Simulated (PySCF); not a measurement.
# Stationary points of TeSI₂

Computed with PBE0 in PySCF with Te def2-SVP with ECP28, S def2-SVP, I def2-SVP with ECP28; scalar-relativistic core potentials, no spin–orbit coupling; density-fitted integrals.

Relaxations began from a few typed shapes. The search is not exhaustive: other isomers or separated fragments can lie lower, and high-lying points may rest on an excited occupation.

**Question.** Which is the lowest minimum found?
A. singlet Cs: Te–I 2.787 Å (×2), Te–S 2.221 Å; I–Te–I 98.4°, I–Te–S 107.4° (×2)
B. singlet C2v: Te–I 2.877 Å (×2), Te–S 2.227 Å; I–Te–I 159.9°, I–Te–S 100.1° (×2)
C. singlet C2v: Te–I 2.877 Å (×2), Te–S 2.227 Å; I–Te–I 159.7°, I–Te–S 100.2° (×2)

**Answer.** A. The others lie at 77.2 (singlet C2v, a saddle point), 77.3 (singlet C2v, a saddle point) kJ/mol above it.

Counting electrons, tellurium keeps 2 of its valence electrons outside its bonds, so the VSEPR class is AX3E1 and the expected shape is trigonal pyramidal; with unlike ligands the computed point group is Cs.
